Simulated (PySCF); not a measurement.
C2H6Sb, SMILES [CH3][Sb+][CH3] (connectivity only; charge and spin as stated), charge +1, multiplicity 1.

Geometry optimised at B3LYP-D3(BJ)/def2-SVP. The multiplicity is an assumed one; other spin states were not compared. The isomer is the one that the SMILES or the coordinates give; other isomers of the formula were not compared. The def2 effective core potentials stand for the cores of Sb; spin–orbit coupling is left out.

The numbers are results of IEF-PCM-M06-2X/def2-SVP (PySCF), not measurements.

The values are the electrostatic part of the solvation free energy, E(continuum) − E(gas) at the gas-phase geometry, in a cavity of scaled van der Waals radii (PySCF's table); cavitation and dispersion terms are not included. A continuum can't describe solvent molecules that bind to the metal. In vacuum the orbital gap is 5.72 eV.

```json
[
 {"solvent": "water", "ε": "78.36", "ΔG(elec) (kcal/mol)": "-60.8", "gap (eV)": "5.96"},
 {"solvent": "chlorobenzene", "ε": "5.70", "ΔG(elec) (kcal/mol)": "…", "gap (eV)": "…"},
 {"solvent": "acetonitrile", "ε": "35.69", "ΔG(elec) (kcal/mol)": "-59.8", "gap (eV)": "5.96"}
]
```

Q: What belongs in the gaps? (The exact figures need the calculation; the answer reports its results.)

A: 
- chlorobenzene, ΔG(elec) (kcal/mol): -50.4
- chlorobenzene, gap (eV): 5.90
